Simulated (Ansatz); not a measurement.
CH4SiTe (`C1[SiH2][Te]1`), relaxed with RKS PBE-D4/def2-SVP in the Gaussian-basis code of Ansatz from a rough embedded geometry. The force threshold is 0.03 eV/Å; the program also tests the step.

Charge 0, multiplicity 1. Te takes the def2 core potential.

Start:

```xyz
7

C     0.729    0.076   -0.474
Si   -0.828    0.041    0.444
Te    1.101   -1.595    0.668
H     1.323    0.998   -0.236
H     0.576   -0.134   -1.603
H    -1.995   -0.464   -0.315
H    -0.906    1.078    1.515
```

```tsv
step	energy (eV)	largest force (eV/Å)	largest move (Å)
1	-16263.1835	2.855	0.000
2	-16263.6260	0.747	0.136
3	-16263.6568	0.299	0.086
4	-16263.6659	0.075	0.048
5	-16263.6669	0.013	0.012
```

End:

```xyz
7

C     0.725    0.186   -0.579
Si   -0.803   -0.005    0.474
Te    1.038   -1.630    0.751
H     1.452    0.984   -0.350
H     0.696   -0.098   -1.645
H    -2.066   -0.446   -0.203
H    -1.042    1.008    1.552
```

Run time 6 s (2 threads of an Arm Neoverse V2 on a shared host); peak host memory 0.12 GiB.
